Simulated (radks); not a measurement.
Neutral beryllium inside a hard spherical wall (all orbitals vanish at R), configuration held at [He] 2s2 and not refilled when levels cross. Calculated with a radial shooting solver on a logarithmic mesh with Libxc functionals: scalar-relativistic Kohn-Sham, LDA (Slater exchange, Perdew-Wang correlation), spin-polarised, spherical densities, finite nucleus; Fermi nuclear charge, rms radius 2.519 fm. Eigenvalues in eV for spin up, with the zero of energy where the potential of the charges vanishes at infinity; a dash marks a level that is unbound or too diffuse for the functional's potential to be trusted. A positive occupied level is held by the wall or, in an anion where self-interaction has pushed it up, behind a barrier. The pressure on the wall is -dE/dV.

[
 {"R (bohr)": "free", "E (hartree)": "-14.44930", "kinetic (hartree)": "14.317", "e(1s)": "-104.95", "e(2s)": "-5.600", "e(2p, empty)": "-2.100", "e(3s, empty)": "-0.034", "pressure (GPa)": "0"},
 {"R (bohr)": "20", "E (hartree)": "-14.44930", "kinetic (hartree)": "14.317", "e(1s)": "-104.95", "e(2s)": "-5.600", "e(2p, empty)": "-2.100", "e(3s, empty)": "0.070", "pressure (GPa)": "< 0.0001"},
 {"R (bohr)": "15", "E (hartree)": "-14.44930", "kinetic (hartree)": "14.317", "e(1s)": "-104.95", "e(2s)": "-5.600", "e(2p, empty)": "-2.100", "e(3s, empty)": "0.277", "pressure (GPa)": "< 0.0001"},
 {"R (bohr)": "12", "E (hartree)": "-14.44929", "kinetic (hartree)": "14.317", "e(1s)": "-104.94", "e(2s)": "-5.599", "e(2p, empty)": "-2.094", "e(3s, empty)": "0.688", "pressure (GPa)": "0.000236"},
 {"R (bohr)": "10", "E (hartree)": "-14.44916", "kinetic (hartree)": "14.318", "e(1s)": "-104.93", "e(2s)": "-5.587", "e(2p, empty)": "-2.064", "e(3s, empty)": "1.399", "pressure (GPa)": "0.00415"},
 {"R (bohr)": "8", "E (hartree)": "-14.44763", "kinetic (hartree)": "14.331", "e(1s)": "-104.78", "e(2s)": "-5.491", "e(2p, empty)": "-1.897", "e(3s, empty)": "3.223", "pressure (GPa)": "0.0742"},
 {"R (bohr)": "4", "E (hartree)": "-14.25463", "kinetic (hartree)": "15.059", "e(1s)": "-99.285", "e(2s)": "-0.629", "e(2p, empty)": "3.720", "e(3s, empty)": "31.121", "pressure (GPa)": "34.6"},
 {"R (bohr)": "3.5", "E (hartree)": "-14.08830", "kinetic (hartree)": "15.536", "e(1s)": "-96.631", "e(2s)": "2.627", "e(2p, empty)": "6.923", "e(3s, empty)": "45.499", "pressure (GPa)": "87.0"},
 {"R (bohr)": "3", "E (hartree)": "-13.75908", "kinetic (hartree)": "16.382", "e(1s)": "-92.702", "e(2s)": "8.551", "e(2p, empty)": "12.266", "e(3s, empty)": "69.337", "pressure (GPa)": "240"},
 {"R (bohr)": "2.5", "E (hartree)": "-13.06096", "kinetic (hartree)": "17.997", "e(1s)": "-86.657", "e(2s)": "20.285", "e(2p, empty)": "21.798", "e(3s, empty)": "111.87", "pressure (GPa)": "763"}
]
